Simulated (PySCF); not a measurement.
Computed XPS line lists of a few unrelated compounds.

Level of theory: delta-SCF UKS SCAN, pcX-2 on the ionised atom, pcseg-1 elsewhere, spin-free X2C (PySCF). Geometries: PBE0-D3(BJ)/def2-SVP; isolated species, one conformer each.

Line lists (1s up to Mg, 2p3/2 beyond, nothing for Br or Se; areas count atoms within a level, one atom standing for each set equivalent by bonding):
1. C 1s: 295.05 eV; O 1s: 540.29 eV
2. C 1s: 290.53 (area 1), 291.36 (area 1), 292.78 (area 1), 294.46 (area 1) eV; O 1s: 540.22 eV
3. C 1s: 290.02 (area 1), 290.59 (area 1), 290.78 (area 1), 290.81 (area 1), 291.39 (area 1), 292.30 (area 1), 294.10 (area 1) eV; O 1s: 538.87 eV; F 1s: 692.16 eV

Structures:
A. `C#CC(Br)=C=O`
B. `O=C=[Se]`
C. `C#C[C@@H]1CC[C@@]1(F)OC`

Question: Match each list to its structure.

Answer: 
- 1 = B: no other candidate has these counts of sites. C 1s: 295.05 central carbon of cumulated double bonds; O 1s: 540.29 oxygen bonded to C.
- 2 = A: no other candidate has these counts of sites. C 1s: 290.53 terminal alkyne carbon, 291.36 alkyne carbon, 292.78 outer carbon of cumulated double bonds, 294.46 central carbon of a ketene; O 1s: 540.22 oxygen bonded to C.
- 3 = C: no other candidate has this set of levels. C 1s: 290.02 terminal alkyne carbon, 290.59 alkyne carbon, 290.78 four-membered-ring carbon, 290.81 four-membered-ring carbon, 291.39 propargylic carbon, 292.30 methoxy carbon, 294.10 sp3 C–F carbon; O 1s: 538.87 ether oxygen; F 1s: 692.16 alkyl fluorine.

3 of these hole states are spin-contaminated (⟨S²⟩ up to 0.93, against 0.75; counted from 0.85) and less certain.
